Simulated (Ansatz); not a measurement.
Reaction (ligand exchange at the Si–O bond): `[SiH3][O][SnH2][Cl]` + `[OH][GeH]([F])[SH]` → `[OH][GeH]([F])[S][SiH3]` + `[OH][SnH2][Cl]`

Isolated molecules relaxed with PBE0-D4/def2-TZVP in Ansatz; ΔE leaves out vibrations. CCSD(T)/CBS adds triple-zeta CCSD(T) − MP2 to the extrapolated MP2 energy (def2 sets, frozen cores). Functionals use def2-TZVPP. B3LYP here is the variant with VWN-RPA as its local correlation; programs differ in this. def2 core potentials past Kr. For Ge, Sn outer-core shells are correlated without core-valence functions, which leaves a few kJ/mol of doubt a bond. Scalar relativity is left out up to krypton. One conformer a species, not always the lowest.

```tsv
level	ΔE (kcal/mol)
PBE-D4	6.0
B3LYP-D4	10.1
B3LYP	10.8
HF/def2-TZVPP	14.9
```

Problem. What does CCSD(T)/CBS give? (An estimate is asked.)

Solution. Ansatz gave: +9.8 kcal/mol. The listed levels differ from it by -3.8, 0.3, 1.0, 5.1 kcal/mol.

Largest T1 diagnostic among the species: 0.013.

In def2-TZVPP, CCSD(T) changes the Hartree–Fock value by −4.3 kcal/mol (the triples alone add −0.8 kcal/mol) and MP2 by −5.0 kcal/mol. From PBE to PBE0 (25 % exact exchange), in def2-TZVPP and without D4, ΔE moves by +1.1 kcal/mol.
